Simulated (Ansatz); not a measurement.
Two structures of BHBrCl2F, singlet, reached by relaxing down either side of one saddle point (PBE0-D4/def2-TZVP). Energies are electronic, without zero-point energy. Program: Ansatz 0.2.0. Basis: def2-TZVPP and def2-QZVPP. Cores are frozen in the correlated methods. Filled d shells of the heavier atoms are correlated. The def2 sets are not built for correlating such inner shells, so the correlated values are less sure here. Extrapolation: Hartree–Fock as exp(−7.88 √X), correlation as X^−2.97. First:

B1  (-0.937, -0.357, 0.006)
Br2  (-0.870, 1.468, -0.592)
Cl3  (-0.796, -1.632, -1.150)
Cl4  (-1.170, -0.688, 1.686)
H5  (1.627, 0.956, -0.127)
F6  (2.145, 0.253, 0.178)
(Å)

Second:

```xyz
6
angstrom
B -0.0387 -1.0657 0.3510
Br -0.4527 2.2289 -0.7997
Cl -0.6618 -1.8285 -1.0813
Cl -1.0134 -0.8742 1.7775
H 0.9565 2.1989 -0.6164
F 1.2100 -0.6593 0.3689
```

Question: Which bonds change from the first to the second?

Answer: BBrCl₂ ([Cl][B]([Cl])[Br]) + HF → BCl₂F ([F][B]([Cl])[Cl]) + HBr; bonds formed: B1–F6, Br2–H5; bonds broken: B1–Br2, H5–F6.

Question: Give the saddle point's structure and its height above each. (An estimate is asked for; the value comes from the calculation.)

Answer: Computed: 0.814 eV above the first and 1.456 eV above the second (CCSD(T) at an estimated basis limit (MP2 extrapolated from triple and quadruple zeta, plus CCSD(T) − MP2 in triple zeta)).
```
6
angstrom
B -0.2349 -0.3943 0.1028
Br -0.5395 1.6709 -0.6241
Cl -0.5511 -1.5725 -1.1591
Cl -0.9039 -0.6147 1.7103
H 0.9663 0.9747 -0.2065
F 1.2629 -0.0641 0.1767
```

T1 diagnostic: at most 0.010.

Labels in which every atom is bracketed show which atoms are joined, not bond orders.

For scale, one of the runs: CCSD(T)/def2-TZVPP, 208 basis functions, launched by `ansatz run in.yaml --threads 4 --pin off --events-out ev --progress --plain --max-ram 9574MiB`. The run took 2.4 min on 4 CPU threads of an Arm Neoverse V1 (shared host), with 2.8 GiB of host memory at its peak.
